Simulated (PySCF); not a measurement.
## Frontier levels across methods

Compound: C3H6BNO2.
Cartesian coordinates in Å at the PBE0-D3(BJ)/def2-SVP level; atoms count from 1:
```
atom  x, y, z in Å
N1    -3.420    0.857    0.666
C2    -2.451    0.289    0.386
C3    -1.215   -0.398    0.028
C4    -0.026    0.549   -0.139
B5     1.326   -0.189   -0.500
O6     1.319   -1.542   -0.619
O7     2.504    0.469   -0.698
H8    -1.000   -1.156    0.799
H9    -1.391   -0.963   -0.901
H10   -0.250    1.296   -0.922
H11    0.118    1.137    0.785
H12    2.192   -1.886   -0.840
H13    2.440    1.422   -0.599
```

Basis pcSseg-1 throughout (PySCF), one geometry. One conformer (not necessarily the lowest) at the PBE0-D3(BJ)/def2-SVP geometry, without solvent, vibrations or thermal averaging.

**Question.** How do the orbital energies, the gap and the dipole change with the method?

**Answer.** 
| method | kind | HOMO (eV) | LUMO (eV) | gap (eV) | μ (D) | SCF cycles |
| --- | --- | --- | --- | --- | --- | --- |
| OPBE | GGA | -7.65 | -0.13 | 7.51 | 4.61 | 16 |
| BP86 | GGA | -7.80 | -0.36 | 7.45 | 4.66 | 16 |
| LDA | LDA | -7.89 | -0.57 | 7.32 | 4.73 | 15 |
| B97-2 | global hybrid | -8.84 | 0.55 | 9.39 | 4.61 | 14 |
| PBE0 | global hybrid | -9.11 | 0.56 | 9.68 | 4.63 | 13 |
| BHandHLYP | global hybrid | -10.36 | 1.28 | 11.64 | 4.63 | 13 |
| CAM-B3LYP | range-separated hybrid | -10.53 | 1.41 | 11.94 | 4.62 | 13 |

The HOMO spans 2.88 eV, from OPBE down to CAM-B3LYP, and the gap runs from 7.32 eV (LDA) to 11.94 eV (CAM-B3LYP). Over the methods OPBE (0 %), BP86 (0 %), LDA (0 %), B97-2 (21 %), PBE0 (25 %), BHandHLYP (50 %), a straight line through the gap against the share of exact exchange rises by 0.85 eV for each 10 % (correlation coefficient 0.998). The dipole ranges from 4.61 D (OPBE) to 4.73 D (LDA). This basis has no diffuse functions.
